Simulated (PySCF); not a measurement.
Compound: C₆H₉F₃N (doublet state).
SMILES with atom numbers: `[F:1][C:2]([F:3])([F:4])[C@@H:5]1[CH2:6][CH2:7][CH2:8][CH:9][NH:10]1` (hydrogens: H11 on C5; H12, H13 on C6; H14, H15 on C7; H16, H17 on C8; H18 on C9; H19 on N10)

Theory: PBE0-D3(BJ)/def2-SVP geometry optimisation, gas phase in PySCF 2.14.0.

**Question.** List the bond lengths, angles and torsions at this level.

**Answer.** 
```
        bond  length (bohr)   order
F1–C2, C2–F4          2.533  single
       C2–F3          2.511  single
       C2–C5          2.866  single
       C5–C6          2.893  single
       C6–C7          2.886  single
       C7–C8          2.913  single
       C8–C9          2.816  single
      C9–N10          2.677  single
      C5–N10          2.759  single
      C5–H11          2.086  single
      C6–H12          2.080  single
      C6–H13          2.087  single
      C7–H14          2.086  single
      C7–H15          2.082  single
      C8–H16          2.094  single
      C8–H17          2.080  single
      C9–H18          2.072  single
     N10–H19          1.931  single
```

Bonds in one row agree within 0.02 bohr and their mean is given. Orders are formal, as drawn. A selection of angles:
```
     angle  degrees
  F1–C2–F3    107.7
  F1–C2–C5    111.1
  C2–C5–C6    112.4
 C2–C5–N10    108.9
 C6–C5–N10    112.4
  C5–C6–C7    110.6
  C6–C7–C8    111.6
  C7–C8–C9    109.0
 C8–C9–N10    116.9
 C5–N10–C9    110.8
H19–N10–C9    109.6
H19–N10–C5    107.5
```

Torsions: F1–C2–C5–C6 -51° (synclinal); C2–C5–C6–C7 -177° (antiperiplanar); C5–C6–C7–C8 51° (synclinal); C6–C7–C8–C9 -50° (synclinal); C7–C8–C9–N10 54° (synclinal); C8–C9–N10–C5 -57° (synclinal); C2–C5–N10–C9 -179° (antiperiplanar).

Of the pairs four or more bonds apart, F4···H19 is among the closest relative to their van der Waals radii: 2.42 Å, 91 % of the sum of Bondi's values. N10 (nitrogen bonded to 2 C and H) is pyramidal (angles 110.8°, 109.6° and 107.5°, sum 328.0°, 0.42 Å off the plane of its three neighbours). The C–N distances run from 1.416 Å (C9–N10, drawn single) to 1.460 Å (C5–N10, drawn single), a spread of 0.044 Å. The 5 C–C bonds span 1.490 Å (C8–C9, drawn single) to 1.542 Å (C7–C8, drawn single), a spread of 0.052 Å. C9 (carbon bonded to C, N and H) has angles 120.9°, 116.9° and 116.7°, sum 354.5°, 0.18 Å off the plane of its three neighbours. The 6-membered ring C5–C6–C7–C8–C9–N10 has internal angles of 109.0° to 116.9°; it is puckered, 0.22 Å rms from its mean plane, widest ring torsion 57°.

Point group: C1 (no symmetry element, even within 0.4 Å). No frequency check. ⟨S²⟩ = 0.754 (exact for a doublet: 0.75).

One conformer stands for the species.
